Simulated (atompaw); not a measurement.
How hard is this silicon PAW (atompaw) potential?

atompaw 4.2.0.5 input, output lines left out:

```
Si 14
GGA-PBESOL scalarrelativistic loggrid 1500 logderivrange -3 5 201
3 3 0 0 0 0
3 1 1.75
0 0 0
c
c
v
c
v
1
2.05 1.85 1.60 1.85
y
1.8
n
y
-0.1
n
custom rrkj gramschmidtortho gaussian
2 0.5 troulliermartins
2.05
1.70
2.05
2.05
```

The pseudo-atom Hamiltonian at the reference potential is diagonalised in spherical Bessel functions j_l(qr) that vanish at 20 bohr, with q² up to the cutoff. All-electron valence levels (Ry): 3s -0.9312, 3p -0.4263.

Q: How do the lowest levels (Ry) of each channel move with the cutoff, and are there ghosts?

A:

```tsv
cutoff (Ry)	s #1	p #1	p #2	d #1	d #2	f #1	f #2	Σ f·Δε (mRy)
8	-0.9311	-0.4230	-0.0223	0.0059	0.0779	0.0729	0.1906	6.1
10	-0.9311	-0.4249	-0.0225	0.0055	0.0772	0.0729	0.1906	2.7
12	-0.9311	-0.4257	-0.0226	0.0053	0.0767	0.0729	0.1906	1.3
15	-0.9312	-0.4261	-0.0226	0.0051	0.0762	0.0729	0.1906	0.5
18	-0.9312	-0.4262	-0.0226	0.0048	0.0757	0.0729	0.1906	0.2
21	-0.9312	-0.4263	-0.0226	0.0047	0.0755	0.0729	0.1906	0.1
400	-0.9312	-0.4263	-0.0226	0.0043	0.0747	0.0729	0.1906	0.0
```

Result: no extra level below or beside the all-electron valence levels (s, p, d, f tested); 10 mRy is reached at 8 Ry and 1 mRy at 15 Ry.
